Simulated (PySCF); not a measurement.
# Deuteron quadrupole couplings in `C#CP(P)C(C)(C)C`

C6H12P2.
Cartesian coordinates in Å at the GFN2-xTB level; atoms count from 1:
```
atom  x, y, z in Å
C1     2.217    1.317    1.990
C2     1.700    1.014    0.946
P3     0.998    0.784   -0.655
P4     2.125   -1.004   -1.166
C5    -0.657    0.005   -0.143
C6    -0.500   -1.066    0.932
C7    -1.534    1.144    0.377
C8    -1.272   -0.601   -1.403
H9     2.657    1.526    2.922
H10    1.890   -0.847   -2.533
H11    3.313   -0.278   -1.244
H12   -1.477   -1.475    1.189
H13   -0.054   -0.649    1.833
H14    0.130   -1.882    0.580
H15   -1.660    1.912   -0.385
H16   -2.518    0.769    0.654
H17   -1.080    1.604    1.254
H18   -0.659   -1.425   -1.769
H19   -1.354    0.148   -2.191
H20   -2.269   -0.986   -1.193
```

Level: PBE0/pcSseg-1 (PySCF, non-relativistic); Q(2H) = 0.00286 b; rigid geometry, the same for H and D, with no vibrational averaging.

Task: Rank these positions by the coupling χzz of a deuteron there, largest first.
A. H11 (P–H hydrogen)
B. H9 (alkyne hydrogen)
C. H18 (methyl hydrogen)
D. H16 (methyl hydrogen)

Result: B (263 kHz), D (211 kHz), C (206 kHz), A (135 kHz).

Task: Tabulate Vzz, the asymmetry η and χzz = 234.96 MHz × Q × Vzz for every hydrogen position.

Result: 
| atom | bonded to | bond length (Å) | Vzz (au) | η | χzz (kHz) |
| --- | --- | --- | --- | --- | --- |
| H9 | C1 | 1.051 | 0.3909 | 0.02 | 263 |
| H10 | P4 | 1.396 | 0.1987 | 0.08 | 134 |
| H11 | P4 | 1.395 | 0.2005 | 0.07 | 135 |
| H12 | C6 | 1.090 | 0.3130 | 0.02 | 210 |
| H13 | C6 | 1.088 | 0.3095 | 0.03 | 208 |
| H14 | C6 | 1.090 | 0.3056 | 0.03 | 205 |
| H15 | C7 | 1.089 | 0.3111 | 0.02 | 209 |
| H16 | C7 | 1.089 | 0.3134 | 0.02 | 211 |
| H17 | C7 | 1.089 | 0.3088 | 0.02 | 208 |
| H18 | C8 | 1.091 | 0.3069 | 0.03 | 206 |
| H19 | C8 | 1.090 | 0.3094 | 0.02 | 208 |
| H20 | C8 | 1.089 | 0.3130 | 0.02 | 210 |

Task: Average by the element that carries the hydrogen.

Result: on C: 214 kHz over 10 positions, mean bond length 1.086 Å; on P: 134 kHz over 2 positions, mean bond length 1.395 Å.

Task: How does χzz go with the bond length over the 10 C–H bonds?

Result: A straight-line fit has a slope of -14.1 kHz for each 0.01 Å, with a correlation coefficient of -1.00, over lengths from 1.051 to 1.091 Å. The longer bonds have the smaller couplings here.

Task: A static deuteron (I = 1) shows a doublet split by (3/2)χ, (3/4)χ(1 + η) and (3/4)χ(1 − η) with the field along z, y and x of the gradient. What are these for H9?

Result: With |χ| = 262.7 kHz and η = 0.017: 394, 200 and 194 kHz, to first order and without motion.

The structure is a single GFN2-xTB conformer in the gas phase; no vibrational or solvent corrections. GFN2-xTB bond lengths can be off by several hundredths of an ångström, more for odd bonds, and the gradients follow them. The small basis limits the accuracy of the gradients.
